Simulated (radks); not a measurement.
Values are calculated unless marked as measured or tabulated.
Initial-state core-level shifts of the iodine ion I2+ when its valence configuration changes from [Kr] 4d10 5s2 5p3. Code: a radial shooting solver on a logarithmic mesh with Libxc functionals. Model: Dirac Kohn-Sham, PBE, spin-unpolarised, spherical densities, finite nucleus; open shells are shared between the two j in proportion to 2j + 1; Fermi nuclear charge, rms radius 4.75 fm. Shifts are changes of the shell-averaged eigenvalues in eV (positive: less bound); the change of the density at the nucleus, which sets a Mossbauer isomer shift, is in e/bohr^3, on a base of 2.49e+05.

valence                2p       3p       4s       4p  density at nucleus
4d9 5s2 5p4       -10.419   -9.895   -8.196   -7.844              +28.58
4d10 5s1 5p4       -1.385   -1.411   -1.384   -1.370              -78.66
4d8 5s2 5p5       -21.103  -19.965  -16.349  -15.634              +58.43
4d10 5s1.5 5p3.5   -0.697   -0.710   -0.696   -0.689              -39.01
4d10 5p5           -2.736   -2.790   -2.736   -2.708             -159.82
4d9 5s1.5 5p4.5   -11.085  -10.574   -8.857   -8.498              -13.89
4d9 5s1 5p5       -11.744  -11.246   -9.511   -9.145              -56.96
